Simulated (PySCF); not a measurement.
Radial density of Ni (nickel, neutral)

UHF, [Ar] 3d8 4s2, high-spin 3F determinant. Computed with PySCF 2.14 in 6-31G* (5s4p2d1f, 34 functions), with no relativity, point nucleus.

```csv
r (bohr),4πr²ρ (e/bohr),4πr²(ρα − ρβ)
0.00101,0.1769,0.0000
0.00170,0.4888,0.0000
0.00285,1.305,0.0000
0.00480,3.294,0.0001
0.00807,7.784,0.0001
0.0136,16.18,0.0003
0.0228,27.53,0.0005
0.0384,33.72,0.0007
0.0646,28.48,0.0023
0.109,29.46,0.0220
0.183,38.06,0.2012
0.307,20.62,0.8850
0.517,18.90,2.0223
0.869,15.88,1.7685
1.46,3.793,0.5508
2.46,1.002,0.0736
4.14,0.3303,-0.0119
6.96,0.02462,-0.0031
11.7,2.143e-05,0.0000
```

Problem. Where is the radial spin density 4πr²(ρα − ρβ) most negative, and why is it negative at all?

Solution. Around r = 4.14 bohr, down to -0.0119 e/bohr: exchange with the open shell polarises the paired shells in an unrestricted calculation.
